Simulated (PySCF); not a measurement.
Bonds: C1-Si2 1.887 Å, C1-Si3 1.887 Å, C1-Si4 1.886 Å. C1 carries H5; Si2 carries H6, H7, H8; Si3 carries H9, H10, H11; Si4 carries H12, H13, H14.

- PBE0/pcSseg-1 with gauge-including orbitals
- structure optimised with PBE0-D3(BJ)/def2-SVP
- program: PySCF
- averaged over atoms made equivalent by symmetry, fast rotation or ring inversion, gas phase, non-relativistic Hamiltonian, single conformer

Chemical shifts δ = σref − σ; ¹³C, ¹H, ²⁹Si vs TMS, all at this level.

| atoms | nucleus | count | Hirshfeld charge | δ (ppm) |
| --- | --- | --- | --- | --- |
| Si2/Si3/Si4 | ²⁹Si | 3 | 0.30 | ? |
| H6/H7/H8/H9/H10/H11/H12/H13/H14 | ¹H | 9 | -0.08 | ? |
| H5 | ¹H | 1 | 0.05 | -0.95 |
| C1 | ¹³C | 1 | -0.28 | -23.8 |

Estimate the values marked ?.

Results:


- H6/H7/H8/H9/H10/H11/H12/H13/H14: 4.06 ppm, hydrogen on a silicon bonded to C
- Si2/Si3/Si4: -61.6 ppm, silicon bonded to C, 3 H

Shifts are as computed. Against solution values, carbons near 30 ppm lie about +2 ppm off and those near 130 ppm about +5 ppm. Of 1211 compounds with measured shifts, 218 miss one by over three times the rms of a fit or turn the order of signals round; such compounds aren't used in these exercises.
